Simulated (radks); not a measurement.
The numbers below are computed, except where a source is named.
Ionisation of neutral promethium, [Xe] 4f5 6s2, to Pm+, [Xe] 4f5 6s1, under several functionals. Dirac Kohn-Sham, spin-unpolarised, spherical densities, finite nucleus; open shells fill j = l - 1/2 first; a radial shooting solver on a logarithmic mesh with Libxc functionals.

functional                                        E(Pm) (hartree)  Exc (hartree)  IE (eV)  -e(HOMO) (eV)  <r> HOMO (bohr)  IE error (eV)
LDA (Slater exchange, Perdew-Wang correlation)        -10019.5236      -222.5533    6.063          2.438            1.062         +0.481
PBE                                                   -10026.5810      -229.6804    5.868          2.244            1.064         +0.286
revPBE                                                -10026.8615      -229.9647    5.789          2.222            1.063         +0.208
SOGGA                                                 -10022.5191      -225.5749    5.780          2.202            1.063         +0.199
LDA (Slater exchange, Perdew-Zunger correlation)      -10019.5253      -222.5550    6.068          2.436            1.062         +0.486

NIST Atomic Spectra Database: 5.582 eV (measured). Closest: SOGGA. The Delta-SCF values span 0.29 eV, the total energies 7.34 hartree. The highest occupied level is 4f5/2. Spin polarisation and multiplet splitting are left out, so open shells lie too high by an amount that depends on their filling.

Beside tabulated values, note that spin-unpolarised runs miss the spin-polarisation part of the exchange energy of open shells.
